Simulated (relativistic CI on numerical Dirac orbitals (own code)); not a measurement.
## Ti2+: 3p photoemission

Computed with this model: Dirac-Coulomb-Breit CI, orbitals from a KLI potential per configuration, a model potential for QED, valence Slater integrals scaled by 0.9, multiplet model of photoemission in the sudden approximation; configurations [Ar] 3d2 → [Ne] 3s2 3p5 3d2; 300 K; Lorentzian 1.12 eV and Gaussian 0.6 eV FWHM. Energies are those of the free ion, without screening or charge transfer. The energies are binding energies and can lie tens of eV above those of solids. S is read from ⟨S²⟩ = S(S + 1).

Field parameters in Wybourne normalisation: Td as Oh with Dq negative (B⁴₀ = 21Dq, B⁴₄ = √(5/14) B⁴₀). The field is a parameter set, without covalency.

Computed curve for Td, 10Dq = -1450 cm⁻¹, scaled to 100 at the maximum (points under 2 are left out and the grid is thinned):

(Energy (eV), Intensity): (54.0, 2.1), (54.4, 2.4), (54.8, 2.8), (55.2, 3.4), (55.6, 4.1), (56.2, 5.8), (56.6, 7.6), (57.0, 10.8), (57.4, 16.8), (57.8, 28.5), (58.2, 43.7), (58.6, 49.0), (59.0, 46.7), (59.4, 57.0), (59.8, 83.3), (60.4, 98.0), (60.8, 88.4), (61.2, 88.5), (61.6, 79.8), (62.0, 58.1), (62.4, 44.3), (62.8, 44.6), (63.2, 46.3), (63.6, 38.4), (64.0, 28.1), (64.6, 15.9), (65.0, 11.4), (65.4, 9.6), (65.8, 9.2), (66.2, 8.4), (66.6, 6.5), (67.0, 4.6), (67.4, 3.5), (67.8, 2.9), (68.2, 2.6), (68.8, 2.3), (69.2, 2.3), (69.6, 2.3), (70.0, 2.6), (70.4, 3.2), (70.8, 4.5), (71.2, 7.4), (71.6, 12.3), (72.0, 15.6), (72.4, 12.7), (73.0, 5.8), (73.4, 3.7), (73.8, 2.7), (74.2, 2.2), (74.6, 2.1), (75.0, 2.2), (75.4, 2.6), (75.8, 3.6), (76.2, 5.9), (76.6, 10.3), (77.2, 14.5), (77.6, 10.0), (78.0, 5.5), (78.4, 3.2), (78.8, 2.1)

The ground state has S = 1.00, and the centroid lies at 62.46 eV.
